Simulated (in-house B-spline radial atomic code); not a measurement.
Orbital energies and mean radii along the 38-electron series, configuration [Kr] 4d2. The effective charge is n√(-2ε), a non-relativistic measure. Computed with a B-spline radial code for spherical atoms: Dirac-Hartree-Fock, average of the configuration, finite nuclei.

| ion | Z | energy of 4d3/2 (Eh) | mean radius of 4d3/2 (bohr) | energy of 3p3/2 (Eh) | mean radius of 3p3/2 (bohr) | energy of 4p1/2 (Eh) | mean radius of 4p1/2 (bohr) | effective charge of 4d3/2 |
| --- | --- | --- | --- | --- | --- | --- | --- | --- |
| Pd8+ | 46 | -5.1447 | 1.0951 | -25.884 | 0.37901 | -7.3989 | 0.95112 | 12.831 |
| Ag9+ | 47 | -6.1197 | 1.0295 | -28.376 | 0.36781 | -8.5462 | 0.90769 | 13.994 |
| Cd10+ | 48 | -7.1632 | 0.97244 | -30.987 | 0.35723 | -9.7646 | 0.86825 | 15.14 |
| In11+ | 49 | ? | ? | ? | ? | ? | ? | ? |
| Sn12+ | 50 | -9.4528 | 0.87737 | -36.564 | 0.33774 | -12.414 | 0.7992 | 17.392 |
| Sb13+ | 51 | ? | ? | ? | ? | ? | ? | ? |
| Te14+ | 52 | -12.01 | 0.80085 | -42.612 | 0.32019 | -15.345 | 0.74059 | 19.604 |
| I15+ | 53 | -13.388 | 0.76779 | -45.812 | 0.31205 | -16.916 | 0.71444 | 20.698 |
| Xe16+ | 54 | -14.832 | 0.73756 | -49.129 | 0.3043 | -18.558 | 0.69009 | 21.786 |
| Cs17+ | 55 | -16.342 | 0.70978 | -52.562 | 0.29692 | -20.271 | 0.66735 | 22.868 |
| Ba18+ | 56 | ? | ? | ? | ? | ? | ? | ? |
| La19+ | 57 | -19.559 | 0.6604 | -59.78 | 0.28313 | -23.911 | 0.62604 | 25.017 |
| Ce20+ | 58 | -21.265 | 0.63834 | -63.564 | 0.27669 | -25.838 | 0.60722 | 26.086 |
| Pr21+ | 59 | -23.038 | 0.61776 | -67.464 | 0.27052 | -27.837 | 0.58947 | 27.151 |
| Nd22+ | 60 | -24.875 | 0.59852 | -71.482 | 0.26461 | -29.909 | 0.5727 | 28.214 |

(1) Fill in the row of In11+.

(2) Fill in the row of Sb13+.

(3) Fill in the row of Ba18+.

(4) How does the screening of 4d3/2 change?

Answers

(1) energy of 4d3/2 (Eh): -8.2744; mean radius of 4d3/2 (bohr): 0.92214; energy of 3p3/2 (Eh): -33.716; mean radius of 3p3/2 (bohr): 0.34722; energy of 4p1/2 (Eh): -11.054; mean radius of 4p1/2 (bohr): 0.83224; effective charge of 4d3/2: 16.272.

(2) energy of 4d3/2 (Eh): -10.698; mean radius of 4d3/2 (bohr): 0.83718; energy of 3p3/2 (Eh): -39.529; mean radius of 3p3/2 (bohr): 0.32874; energy of 4p1/2 (Eh): -13.844; mean radius of 4p1/2 (bohr): 0.76875; effective charge of 4d3/2: 18.502.

(3) energy of 4d3/2 (Eh): -17.917; mean radius of 4d3/2 (bohr): 0.68415; energy of 3p3/2 (Eh): -56.113; mean radius of 3p3/2 (bohr): 0.28987; energy of 4p1/2 (Eh): -22.055; mean radius of 4p1/2 (bohr): 0.64604; effective charge of 4d3/2: 23.945.

(4) Z less the effective charge goes from 33.17 at Z = 46 to 31.79 at Z = 60.
